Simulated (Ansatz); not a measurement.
A geometry optimisation of F3GeHSe with PBE0-D4/def2-SVP

The starting geometry of this gas-phase triplet was optimised with GFN2-xTB as a singlet; its bonds are those of `F[Se][GeH]([F])[F]`.

```json
{"atom": "F", "x (Å)": "1.7621", "y (Å)": "-1.5377", "z (Å)": "2.1162"}
{"atom": "F", "x (Å)": "-1.1064", "y (Å)": "1.0908", "z (Å)": "1.2320"}
{"atom": "F", "x (Å)": "0.8853", "y (Å)": "2.8702", "z (Å)": "1.2880"}
{"atom": "Ge", "x (Å)": "0.6325", "y (Å)": "1.1570", "z (Å)": "1.0566"}
{"atom": "Se", "x (Å)": "1.7498", "y (Å)": "0.1408", "z (Å)": "2.8488"}
{"atom": "H", "x (Å)": "0.8192", "y (Å)": "0.9273", "z (Å)": "-0.4263"}
```

Problem. Predict what becomes of its bonds when it is optimised with PBE0-D4/def2-SVP.

Solution. It falls apart into F3GeH + Se. Contacts that open: F1–Se5 (1.83 → 3.48 Å), Ge4–Se5 (2.34 → 3.68 Å). Contacts that close: F1–Ge4 (3.11 → 1.71 Å).

The energy falls by 1.70 eV over 23 steps:

```tsv
step	E − E(last) (eV)
1	1.697
3	1.210
6	0.879
8	0.577
11	0.383
13	0.095
16	0.002
18	0.001
21	0.000
23	0.000
```

Final geometry (Å):

```json
{"atom": "F", "x (Å)": "1.5673", "y (Å)": "-0.6078", "z (Å)": "1.0796"}
{"atom": "F", "x (Å)": "-0.7881", "y (Å)": "0.7551", "z (Å)": "1.6443"}
{"atom": "F", "x (Å)": "1.5545", "y (Å)": "2.1699", "z (Å)": "1.1617"}
{"atom": "Ge", "x (Å)": "0.6464", "y (Å)": "0.7890", "z (Å)": "0.7061"}
{"atom": "Se", "x (Å)": "1.4470", "y (Å)": "0.7110", "z (Å)": "4.3000"}
{"atom": "H", "x (Å)": "0.3153", "y (Å)": "0.8310", "z (Å)": "-0.7763"}
```

No frequencies were run, so the end isn't proven a minimum. Open shells are spin-unrestricted. The triplet needn't be the ground state. Run with Ansatz 0.2.0, 3.7 min on 2 threads of Arm Neoverse V1, with other jobs on the host.
